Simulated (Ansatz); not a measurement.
`[SiH3][Al]1[CH2][O]1` + H–F → `[F][Al]1[CH2][O]1` + SiH₄ at 400 K and 1 bar (cleavage of the Al–Si bond).

Program: Ansatz. Geometries: PBE0-D4/def2-TZVP. ΔE: electronic, gas phase. CCSD(T)/CBS adds triple-zeta CCSD(T) − MP2 to the extrapolated MP2 energy (def2 sets, frozen cores). This one scheme is used for every species.

```tsv
species	CCSD(T)/CBS energy (Eh)	H − E (kJ/mol)	S (J/(mol·K))
`[SiH3][Al]1[CH2][O]1`	-647.28869	173.3	375.7
H–F	-100.39570	36.5	182.2
`[F][Al]1[CH2][O]1`	-456.27782	106.5	310.3
SiH₄	-291.46306	96.9	218.6
```

H − E and S are ideal-gas, rigid-rotor, harmonic terms from PBE0-D4/def2-TZVP. 1 Eh = 2625.50 kJ/mol, R = 8.31446 J/(mol·K).

**Question.** By hand: ΔE, ΔH, ΔS and ΔG.

**Answer.** ΔE = (-456.27782) + (-291.46306) − (-647.28869) − (-100.39570) = -0.05649 Eh = -148.3 kJ/mol. Δ(H − E) = 106.5 + 96.9 − 173.3 − 36.5 = -6.4, so ΔH = -154.7 kJ/mol. ΔS = 310.3 + 218.6 − 375.7 − 182.2 = -29.0 J/(mol·K). ΔG = -154.7 − 400 × (-29.0)/1000 = -143.1 kJ/mol.

**Question.** By hand: the equilibrium constant, and the temperature at which ΔG would vanish if ΔH and ΔS stayed fixed.

**Answer.** log₁₀ K = −ΔG/(RT ln 10) = 18.7. ΔG = 0 at ΔH/ΔS = 5334 K, far beyond where these terms or the molecules hold.

ΔH outweighs TΔS. A doubt of 5 kJ/mol in ΔE shifts log₁₀ K by 0.7 here. Modes under 60 cm⁻¹, often nearly free rotors, make the harmonic entropy too high. These are equilibria of isolated gas molecules and say nothing of rates. Largest T1 diagnostic: 0.017 (customary marks: 0.02 for closed shells, 0.045 for open ones).
